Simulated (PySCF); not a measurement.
Compound: C6H5F2O2 (doublet state).
SMILES with atom numbers: `[CH:1]#[C:2]/[C:3](=[CH:4]\[O:5][CH3:6])[O:7][C:8]([F:9])[F:10]` (hydrogens: H11 on C1; H12 on C4; H13, H14, H15 on C6)

Structure used (GFN2-xTB), in Å, numbered top down from 1:
```xyz
15
C6H5F2O2 angstrom
C      1.0146    2.3157    0.2612
C      0.3556    1.3296    0.0715
C     -0.5387    0.2480   -0.1431
C     -0.2114   -1.0259   -0.4712
O      0.9884   -1.5911   -0.6549
C      2.1662   -0.8258   -0.5232
O     -1.8356    0.6734    0.0066
C     -2.9112   -0.1003    0.1557
F     -4.0237    0.6524    0.1761
F     -3.1009   -1.1010   -0.7436
H      1.6381    3.1437    0.4219
H     -0.9836   -1.7695   -0.6063
H      2.9846   -1.5169   -0.7189
H      2.1922   -0.0066   -1.2452
H      2.2610   -0.4179    0.4858
```

The hyperfine couplings belong to this conformer and change with its torsions.

Method: UKS B3LYP, pcH-1 on C F H O, non-relativistic, mean-field spin-orbit, GIAO (PySCF 2.14.0). The structure is a single GFN2-xTB conformer in the gas phase; no vibrational or solvent corrections. A GFN2-xTB geometry isn't a minimum of the functional, and hyperfine couplings can be far from their values at a DFT geometry. No stability test was run, so a lower SCF solution isn't excluded.

Question: What is the g tensor, term by term?

Answer: 
```tsv
Δg (ppm)	1	2	3
relativistic mass correction	-276	-276	-276
gauge correction	14	51	48
orbital Zeeman/spin–orbit	-199	1881	2077
total	-461	1655	1848
```

So g = 2.00186, 2.00397, 2.00417 and g_iso = 2.00333; the tensor is close to axial: the two nearest values differ by 8 % of g3 − g1. 

Question: What are the electron Larmor frequencies g μB B/h along the three axes at 3350 mT?

Answer: 93.8620, 93.9612, 93.9703 GHz for g1, g2 and g3, a range of 108.3 MHz.

Question: At 9.716 GHz, how far is the centre of the isotropic spectrum from where a free electron (g = 2.002319) resonates?

Answer: B = hν/(g μB) with μB/h = 13.99624 MHz/mT gives 346.69 mT for the free electron and 346.52 mT at g_iso, 0.18 mT lower.

Question: In a frozen sample, at which fields do the three g values resonate at 9.5, 34, 94 and 263 GHz (hyperfine left aside), and which band first spreads them over more than twice a line width of 1.0 mT?

Answer: 
```tsv
band	GHz	B(g3) mT	B(g2) mT	B(g1) mT	spread mT
X	9.5	338.67	338.70	339.06	0.39
Q	34.0	1212.09	1212.20	1213.48	1.40
W	94.0	3351.06	3351.38	3354.93	3.87
J	263.0	9375.84	9376.74	9386.66	10.82
```

The spread grows in proportion to the frequency. W band is the first where it exceeds 2.0 mT.

Largest spin populations (Mulliken): C8 (+0.77), O7 (+0.09) and C4 (+0.07). C8 is the only atom above +0.15. The angles at C8 add up to 335.8°, so it is pyramidal.

The HOMO–LUMO gaps are 5.05 eV among the α and 4.10 eV among the β orbitals.

Time: 92 s (with the writing of density and orbital grids); peak memory 1.0 GiB. Hardware: AMD EPYC 7R43, one thread, on a shared host.
